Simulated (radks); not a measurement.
The numbers below are computed, except where a source is named.
Spin polarisation of the 4f6 shell in Sm+. Start: [Xe] 4f(up 3, down 3) 6s(up 0.5, down 0.5); electrons of 4f are moved from spin down to spin up, other shells keep equal spins. Level of theory: scalar-relativistic Kohn-Sham, BLYP, spin-polarised, spherical densities, finite nucleus; Fermi nuclear charge, rms radius of each element as measured or else 0.836 A^(1/3) + 0.57 fm (a radial shooting solver on a logarithmic mesh with Libxc functionals).

moment (Bohr magnetons)  E - E(0) (eV)  e(4f up) (eV)  e(4f down) (eV)  6s down minus up (eV)
0                                0.000         -8.385           -8.385                  0.000
1                               -0.166         -8.697           -8.035                  0.044
2                               -0.662         -8.969           -7.648                  0.088
3                               -1.487         -9.197           -7.223                  0.133
4                               -2.636         -9.378           -6.760                  0.179
5                               -4.105         -9.503           -6.255                  0.226
6                               -5.884         -9.562           -5.702                  0.276

At moment 6 the spin-polarisation energy is -5.884 eV and the 4f exchange splitting 3.860 eV, that is 0.643 eV per Bohr magneton; E = -I m^2/4 would give I = 0.654 eV.
